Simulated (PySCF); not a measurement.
Dipole moment of molecules with a metal or metalloid centre, at PBE and at B3LYP.

Values in D, from PySCF. Where two bases are given, the first is that of PBE. B3LYP is a level with its own limits.

```
system                                             basis   PBE  B3LYP  PBE − B3LYP
---------------------------------------------  ---------  ----  -----  -----------
arsine singlet                                 def2-TZVP  0.27   0.21         0.06
Sn(SiH3)4 singlet                               def2-SVP  0.01   0.01         0.00
O[Si](O)(O)[SiH2][Ge]([Cl])([Cl])[Cl] singlet  def2-TZVP  1.26   1.36        -0.10
Si(F)(Cl)(Br)(Vi) singlet                      def2-TZVP  2.21   2.30        -0.09
B(OMe)(SMe)2 singlet                           def2-TZVP  1.00   1.00         0.00
Ge(H)2 singlet                                 def2-TZVP  0.24   0.32        -0.08
Al2(mu-OH)2(Me)4 singlet                        def2-SVP  0.00   0.01         0.00
Al(OH)2(OSiH3) singlet                         def2-TZVP  1.29   1.28         0.01
Ga(H)(Et)(OEt) singlet                          def2-SVP  1.48   1.51        -0.03
B(CF3)(F)(H) singlet                           def2-TZVP  1.34   1.51        -0.17
In(H)(Me)2 singlet                             def2-TZVP  0.61   0.58         0.03
Zn(F)(SiMe3) singlet                           def2-TZVP  3.24   3.42        -0.18
Ge(F)2(Cl)(Me) singlet                         def2-TZVP  3.24   3.36        -0.12
B(OMe)2(OSiH3) singlet                         def2-TZVP  0.84   0.83         0.01
B(Me)(Vi)2 singlet                             def2-TZVP  0.41   0.42        -0.01
Cd(tBu)(NH2) singlet                            def2-SVP  1.40   1.74        -0.34
In(Et)(NH2)2 singlet                           def2-TZVP  1.68   1.84        -0.15
Bi(Br)(Me)2 singlet                            def2-TZVP  3.52   3.69        -0.17
Al(Cl)(H)(OSiH3) singlet                       def2-TZVP  0.97   1.03        -0.07
C[N]([GeH3])[Si](C)(C)C singlet                 def2-SVP  0.53   0.49         0.04
B(H)(Et)(OEt) singlet                           def2-SVP  1.47   1.49        -0.01
C[SiH2]C#C[SiH](Cl)Cl singlet                  def2-TZVP  2.13   2.12         0.01
CC(C)(C)C[SiH2]N singlet                        def2-SVP  1.05   1.02         0.03
CC[SiH2][Si](Cl)(Cl)Cl singlet                 def2-TZVP  2.24   2.30        -0.06
```

The mean difference from B3LYP is -0.06 D (median -0.02) and the mean absolute one 0.07 D (median 0.05); PBE lies above in 7 and below in 17 of 24 cases. It is closest for Al2(mu-OH)2(Me)4 singlet (0.00), Sn(SiH3)4 singlet (0.00), B(OMe)(SMe)2 singlet (0.00) and furthest off for Cd(tBu)(NH2) singlet (-0.34), Zn(F)(SiMe3) singlet (-0.18), B(CF3)(F)(H) singlet (-0.17).
